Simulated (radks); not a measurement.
Problem. These are the eigenvalues of the occupied orbitals of an atom or ion with whole-number occupations (eV). All-electron calculation, Dirac Kohn-Sham, PBE, spin-unpolarised, spherical densities, point nucleus. Program: a radial shooting solver on a logarithmic mesh with Libxc functionals.

| orbital | eigenvalue |
|---|---|
| 1s1/2 | -31651.24 |
| 2s1/2 | -4889.228 |
| 2p1/2 | -4583.492 |
| 2p3/2 | -4308.982 |
| 3s1/2 | -1007.987 |
| 3p1/2 | -882.3082 |
| 3p3/2 | -831.1372 |
| 3d3/2 | -609.5280 |
| 3d5/2 | -598.8276 |
| 4s1/2 | -207.5242 |
| 4p1/2 | -164.2996 |
| 4p3/2 | -154.5589 |
| 4d3/2 | -85.4405 |
| 4d5/2 | -83.9483 |
| 5s1/2 | -53.2238 |

Which element is it, and in what charge state? The configuration may be excited. Open shells, if any, are shared by 2j + 1.

Solution. Z = 52, tellurium, charge +4: Te4+ in [Kr] 4d10 5s2. The list shows which subshells hold electrons but not how many an open one holds; the 1s level, -1163.2 hartree, gives Z - s = 48.2 by -(Z - s)^2/2, which with screening and relativity narrows Z to a few neighbours, and the depths of the outer levels then fix element, charge and occupations together.
